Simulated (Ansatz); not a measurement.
## BClGeH4In+: where a starting geometry ends

The starting geometry of this gas-phase singlet was optimised with GFN2-xTB.

| atom | x (Å) | y (Å) | z (Å) |
| --- | --- | --- | --- |
| B | 0.4641 | -0.0251 | -0.1617 |
| Cl | -1.3280 | -0.7588 | -0.1239 |
| Ge | -0.5906 | -1.5899 | -2.2177 |
| In | -1.4554 | 0.7126 | 2.2178 |
| H | 0.9218 | -0.4140 | -1.2270 |
| H | 1.0468 | -0.4978 | 0.7551 |
| H | 0.3571 | 1.1566 | -0.1504 |
| H | -1.0238 | -0.1662 | -2.8661 |

Where would you expect an optimisation with r2SCAN-D4/def2-SVP to take it?

It rearranges, giving a structure with Cl2 bridging B1 and Ge3, H5 bridging Ge3 and B1, given below by its coordinates. Contacts that open: Cl2–In4 (2.77 → 3.43 Å). Contacts that close: Ge3–H5 (2.16 → 1.84 Å).

The energy falls by 0.49 eV over 14 steps:

| step | E − E(last) (eV) |
| --- | --- |
| 1 | 0.493 |
| 2 | 0.171 |
| 4 | 0.078 |
| 5 | 0.045 |
| 7 | 0.010 |
| 8 | 0.004 |
| 10 | 0.001 |
| 11 | 0.000 |
| 13 | 0.000 |
| 14 | 0.000 |

Final geometry (Å):

```yaml
atoms:
  - { symbol: B, position_ang: [0.1196, -0.1421, -0.1309] }
  - { symbol: Cl, position_ang: [-1.4830, -1.1764, -0.2284] }
  - { symbol: Ge, position_ang: [-0.2074, -1.3914, -2.3408] }
  - { symbol: In, position_ang: [-0.7133, 1.0896, 2.2309] }
  - { symbol: H, position_ang: [0.8550, -0.5127, -1.1250] }
  - { symbol: H, position_ang: [0.7749, -0.5046, 0.8324] }
  - { symbol: H, position_ang: [-0.1470, 1.0439, -0.2358] }
  - { symbol: H, position_ang: [-0.8069, 0.0110, -2.7765] }
```

Frequencies at the end are all real (lowest 28 cm⁻¹). Atoms past krypton carry core potentials, without spin–orbit terms. Run with Ansatz 0.2.0, 22 s on 2 threads of Intel(R) Xeon(R) 6975P-C (Granite Rapids), on a shared host.
